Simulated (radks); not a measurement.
Species: Cu2+. Configuration: [Ar] 3d9.

Method: Dirac Kohn-Sham, LDA (Slater exchange, Perdew-Wang correlation), spin-unpolarised, spherical densities, point nucleus; open shells are shared between the two j in proportion to 2j + 1; speed of light set to 274.072 atomic units (2 times the physical value, a model run); computed with a radial shooting solver on a logarithmic mesh with Libxc functionals.

Energy parts (eV):
total: -44633.354
kinetic: 44781.555
electron-nucleus: -106421.555
Hartree: 18743.051
exchange-correlation: -1736.406

Orbitals (lengths in bohr, moments of r in powers of bohr; <r^-3> diverges for s and p1/2):
orbital	occ.	eigenvalue (eV)	<1/r>	<r^-3>	<r^2>
1s1/2	2	-8779.957	28.62	-	0.003738
2s1/2	2	-1069.172	6.221	-	0.06692
2p1/2	2	-941.5134	6.189	-	0.05261
2p3/2	4	-936.4983	6.155	675.6	0.05299
3s1/2	2	-136.9676	1.974	-	0.5977
3p1/2	2	-97.2296	1.847	-	0.6601
3p3/2	4	-96.5912	1.839	86.54	0.6648
3d3/2	3.6	-30.1857	1.465	8.429	1.103
3d5/2	5.4	-30.1097	1.463	8.377	1.107

The highest occupied level is 3d5/2 at -30.110 eV. The density falls to 0.001 e/bohr^3 at r = 2.91 bohr.
